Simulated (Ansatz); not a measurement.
`FC(F)(F)[Si]12O[Si]3(F)O[Si]4(F)O[Si](F)(O3)O[Si](F)(O[Si](F)(O4)O1)O2`, relaxed as a singlet with RKS r2SCAN-D4/def2-SVP in Ansatz, starting from the GFN2-xTB geometry. Force threshold 0.03 eV/Å.

Start:

```xyz
24

F     2.311    0.488   -3.525
C     1.420    1.322   -2.971
F     2.065    2.484   -2.784
F     0.498    1.558   -3.916
Si    0.664    0.634   -1.349
O    -0.075   -0.753   -1.705
Si   -0.908   -1.861   -0.874
F    -1.366   -3.000   -1.860
O    -2.209   -1.192   -0.200
Si   -2.303   -0.548    1.277
F    -3.760   -0.760    1.833
O    -1.256   -1.306    2.244
Si    0.140   -1.988    1.807
F     0.420   -3.223    2.742
O     0.014   -2.502    0.282
O     1.361   -0.948    1.954
Si    1.709    0.494    1.341
F     3.074    0.994    1.941
O     0.557    1.564    1.699
Si   -0.738    1.937    0.813
F    -1.092    3.453    1.044
O    -1.997    1.032    1.229
O    -0.376    1.717   -0.750
O     1.847    0.406   -0.271
```

Problem. Estimate the energy that the relaxation releases and the steps that it takes.

Solution. 0.58 eV, in 6 steps; 77 s on 8 threads of Arm Neoverse V1 on a shared host. No frequencies were taken in this run, so the end may be a saddle point.

Problem. Does the start keep its bonding and symmetry?

Solution. By distances, no bond broke or formed. The bond that changes most is Si5–O23, from 1.62 to 1.65 Å (atoms count from 1). Point group Cs at the start, Cs at the end, both within 0.05 Å.

Problem. Predict the relaxed structure.

Solution. 
```tsv
atom	x (Å)	y (Å)	z (Å)
F1	2.345	0.505	-3.535
C2	1.442	1.347	-3.002
F3	2.070	2.509	-2.738
F4	0.503	1.590	-3.933
Si5	0.675	0.625	-1.421
O6	-0.077	-0.789	-1.796
Si7	-0.919	-1.898	-0.927
F8	-1.397	-3.063	-1.896
O9	-2.209	-1.170	-0.205
Si10	-2.362	-0.533	1.308
F11	-3.830	-0.766	1.870
O12	-1.247	-1.287	2.258
Si13	0.170	-2.026	1.854
F14	0.437	-3.282	2.791
O15	0.033	-2.492	0.279
O16	1.410	-0.967	2.015
Si17	1.765	0.493	1.362
F18	3.148	1.005	1.954
O19	0.555	1.562	1.695
Si20	-0.771	1.988	0.815
F21	-1.121	3.523	1.032
O22	-2.054	1.076	1.267
O23	-0.409	1.689	-0.767
O24	1.844	0.361	-0.280
```
Bond lengths: 18 × O–Si 1.64 to 1.65 Å; 5 × F–Si 1.59 Å; 3 × C–F 1.34 to 1.35 Å; 1 × C–Si 1.90 Å.
